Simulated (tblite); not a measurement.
Species: C4H9NO2Si.
Numbering: `[O:1]=[CH:2][N:3]1[CH2:4][CH2:5][CH2:6][Si@@H:7]1[OH:8]` (hydrogens: H9 on C2; H10, H11 on C4; H12, H13 on C5; H14, H15 on C6; H16 on Si7; H17 on O8)

Structure used (GFN2-xTB), in Å, numbered top down from 1:
```
atom  x, y, z in Å
O1     2.535   -1.690   -0.805
C2     2.155   -0.654   -0.316
N3     0.887   -0.350    0.014
C4    -0.162   -1.336   -0.198
C5    -1.449   -0.566   -0.470
C6    -1.512    0.597    0.528
Si7    0.301    1.130    0.747
O8     0.833    2.458   -0.011
H9     2.837    0.188   -0.095
H10   -0.265   -1.950    0.703
H11    0.124   -1.988   -1.026
H12   -2.315   -1.224   -0.389
H13   -1.417   -0.172   -1.488
H14   -2.177    1.382    0.174
H15   -1.923    0.245    1.474
H16    0.793    1.340    2.096
H17    0.748    2.601   -0.951
```

Computed values, GFN2-xTB/tblite, gas phase, harmonic and unscaled. Errors from tens to a few hundred cm⁻¹ against measured bands are possible. Modes of hydrogen on silicon can be 10 to 20 % off. One conformer, not necessarily the lowest.

Harmonic wavenumbers (cm⁻¹): 60.1, 113.0, 145.0, 214.1, 218.4, 248.5, 277.6, 351.1, 393.6, 491.0, 546.9, 605.9, 653.3, 709.3, 768.0, 794.4, 806.3, 869.9, 931.5, 933.6, 966.7, 995.8, 1078.3, 1113.3, 1147.7, 1183.9, 1214.9, 1276.0, 1306.3, 1325.4, 1330.1, 1399.7, 1481.0, 1482.1, 1497.1, 1757.2, 2368.3, 2772.5, 2928.6, 2972.9, 2984.8, 2996.1, 3000.9, 3017.0, 3638.4.

A = 2398, B = 1547, C = 1039 MHz; mass 131.040 u (most abundant isotopes); point group C1, symmetry number 1.

Question: What is the zero-point energy?

Answer: Half the sum of the wavenumbers: 28683 cm⁻¹ = 82.01 kcal/mol.

Question: Give the ideal-gas entropy at 500 K and 1 bar in the rigid-rotor, harmonic-oscillator model (classical rotation).

Answer: Translation 43.12, rotation 30.35, vibration 42.29: S = 115.8 cal/(mol K).

Question: And Cp and H(500 K) − H(0)?

Answer: Cp = 52.25 cal/(mol K), of which vibrations give 44.30 (their classical limit is 45 R = 89.4); H(500 K) − H(0) = 15.30 kcal/mol without the zero-point energy, 11.32 from vibrations.

Question: Blend soft modes into free rotors: weight 1/[1 + (100 cm⁻¹/ν̃)⁴] for the oscillator and the rest for a rotor with moment μB/(μ + B), μ = h/(8π²ν), B = 10⁻⁴⁴ kg m². What vibrational entropy results?

Answer: 40.33 cal/(mol K) in place of 42.29, which changes −T·S at 500 K by +0.98 kcal/mol.

Question: How do the functions run with temperature in this model?

Answer: 
```
 T (K)  S (cal/(mol K))  Cp (cal/(mol K))  H − H(0) (kcal/mol)  G − H(0) (kcal/mol)  ln q(vib)
   150             74.2              21.6                 2.12                -9.00       2.04
   250             87.4              30.9                 4.74               -17.10       4.21
298.15             93.2              35.5                 6.35               -21.44       5.29
   400            105.0              44.7                10.44               -31.54       7.60
   600            125.9              58.4                20.84               -54.67      12.15
   900            152.2              71.3                40.48               -96.52      18.64
```

q(vib) and H(0) count from the zero-point level.

Hindered rotation and anharmonicity are outside this model. Other conformers, if any are populated, would add a mixing term that is left out. The structure is chiral; the term R ln 2 for an equal mix with its mirror image is left out.

On one thread of an Intel Xeon at 2.70 GHz, shared host with 64 logical CPUs at a one-minute load of 51, this took 0.82 s. This covers the Hessian and the dipole derivatives.
